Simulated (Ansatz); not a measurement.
```yaml
crystal:
  periodic: [false, false, false]
  atoms:
    - {symbol: Ga, position_ang: [-0.532481, 1.726724, 0.114972]}
    - {symbol: Ga, position_ang: [-0.662918, -1.453266, -0.358697]}
    - {symbol: Ga, position_ang: [-3.147480, -0.119167, 0.193568]}
    - {symbol: Ga, position_ang: [1.895492, -0.841829, -0.737624]}
    - {symbol: O, position_ang: [-2.250601, -1.104881, -1.300781]}
    - {symbol: O, position_ang: [2.740569, 0.710381, 1.437507]}
    - {symbol: O, position_ang: [2.884533, -0.548038, 1.073001]}
    - {symbol: O, position_ang: [-2.269920, 1.448274, 0.179770]}
    - {symbol: O, position_ang: [-1.798120, -1.254934, 1.131821]}
    - {symbol: O, position_ang: [0.339843, 0.194180, -0.371416]}
    - {symbol: O, position_ang: [0.861516, -2.337759, -0.670157]}
    - {symbol: O, position_ang: [0.500253, 3.097353, 0.477945]}
    - {symbol: O, position_ang: [3.248962, -0.214668, -1.679228]}
    - {symbol: H, position_ang: [3.418183, 0.847078, 2.141370]}
    - {symbol: H, position_ang: [0.029242, 3.915979, 0.690835]}
    - {symbol: H, position_ang: [-1.988000, -1.935472, 1.793452]}
    - {symbol: H, position_ang: [-4.626520, -0.417154, 0.435031]}
    - {symbol: H, position_ang: [3.659554, -0.825250, -2.308679]}
    - {symbol: H, position_ang: [-2.302098, -0.887541, -2.242723]}
basis:
  gaussian: {orbitals: def2-TZVP, initial_orbitals: start.molden}
total_charge: 1
magnetization: {spin_polarized: true, initial_magnetization: 1}
hamiltonian: {xc: pbe0, dispersion: d4}
scf: {omitted_lower_state_checks: [starts]}
output: {orbitals: {seedname: orbitals}}
```

The file start.molden holds the orbitals of an earlier run on this structure, at another level or in another basis.

```sh
$ ansatz run in.yaml --threads 4 --pin off --events-out ev --progress --plain --max-ram 6963MiB
```

Q: Does this run fit into the memory that it is given?

A: No. It has 507 basis functions, and Ansatz plans for 10 GiB where 7 GiB are given.
